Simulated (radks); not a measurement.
The cerium anion Ce- inside a hard spherical wall (all orbitals vanish at R), configuration held at [Xe] 4f1 5d2 6s2 and not refilled when levels cross. Calculated with a radial shooting solver on a logarithmic mesh with Libxc functionals: scalar-relativistic Kohn-Sham, PBEsol, spin-polarised, spherical densities, finite nucleus; open shells are filled with parallel spins first (spin-orbit coupling, left out, can overturn this in heavy ions); Fermi nuclear charge, rms radius 4.8771 fm. Eigenvalues in eV for spin up, with the zero of energy where the potential of the charges vanishes at infinity; a dash marks a level that is unbound or too diffuse for the functional's potential to be trusted. A positive occupied level is held by the wall or, in an anion where self-interaction has pushed it up, behind a barrier. The pressure on the wall is -dE/dV.

R (bohr)  E (hartree)  kinetic (hartree)    e(5p)   e(4f)   e(6s)   e(5d)  e(6p, empty)  e(7s, empty)  pressure (GPa)
15         -8856.7176           9385.686  -17.842   0.088   0.307   1.625         2.024         2.990         0.00756
12         -8856.7124           9385.711  -17.486   0.445   0.560   1.934         2.456         4.449          0.0574
8          -8856.6495           9385.968  -15.527   2.448   2.165   3.625         4.873        11.596            1.66
4          -8854.9870           9391.665   -3.864  15.954  23.771  16.997        33.606        79.063             280
3.5        -8853.5884           9396.561    1.645  22.542  38.254  24.287        51.126        115.43             758
3          -8850.5332           9406.895   11.639  33.645  65.947  37.636        83.078        178.53            2350
2.5        -8843.1274           9430.329   32.116  53.197  122.93  64.705        146.18        297.44            8630
2          -8822.5158           9491.166   82.204  90.815  253.49  127.93        285.89        548.90           40400
1.5        -8750.6597           9690.794   241.94  179.86  613.40  309.30        658.47        1186.5          282000
